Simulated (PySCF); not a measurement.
Spinor energies of Cu²⁺ (copper, charge +2)

Start: [Ar] 3d8 4p1; 3d3/2 filled at m_j = -1/2, +1/2, +3/2; 3d5/2 filled at m_j = -3/2, -1/2, +1/2, +3/2, +5/2; 4p3/2 filled at m_j = +3/2. Calculated with PySCF 2.14 in x2c-SVPall-2c with one added diffuse shell each of s, d type (6s5p4d1f, 48 functions): generalised Hartree-Fock with the X2C-1e Hamiltonian and a Gaussian nucleus; one run each with spin-orbit coupling (SO) switched off, then screened by Boettger's factors. This is a chosen level, not necessarily the ground level.

```
spinor shell  electrons  ε, spin-free (eV)  ε, screened SO (eV)  weight of nominal j (screened SO)  rms radius, screened SO (bohr)
       1s1/2          2            -9085.3              -9085.2                              1.000                          0.0602
       2s1/2          2            -1174.3              -1174.3                              1.000                           0.254
       2p1/2          2            -1015.3              -1029.8                              0.999                           0.226
       3s1/2          2            -177.96              -177.94                              1.000                           0.763
       3p1/2          2            -128.48              -132.75                              0.824                           0.807
       3p3/2          4            -128.48              -126.35                              0.912                           0.812
       3d5/2          5            -51.372              -51.773                              0.620                           0.951
       3d3/2          3            -51.372              -50.725                              0.641                           0.952
       4p3/2          1            -20.757              -20.716                              1.000                            2.90
```

Question: Where does 2p3/2 lie, and what is the 2p spin-orbit splitting (screened SO)?

Answer: At -1008.2 eV, 21.685 eV above 2p1/2.

| quantity | spin-free | screened SO |
| --- | --- | --- |
| E (hartree) | -1651.46020 | -1651.49524 |
| M_J | 11/2 | 11/2 |
| ⟨J²⟩ | 35.754 | 35.754 |
| ⟨L²⟩ | 20.003 | 20.014 |
| ⟨S²⟩ | 3.751 | 3.749 |

Each row is a mean over spinors that exchange with the open shell spreads, by up to 11.976 eV (3p3/2).

Rows whose weight is well below 1 are mixtures of j = l ± 1/2: exchange outweighs spin-orbit coupling there, and the label is only the starting occupation.

Without spin-orbit coupling the j labels of p, d and f shells carry no meaning; the spin-free column gives the mean over the occupied spinors of each nl shell.
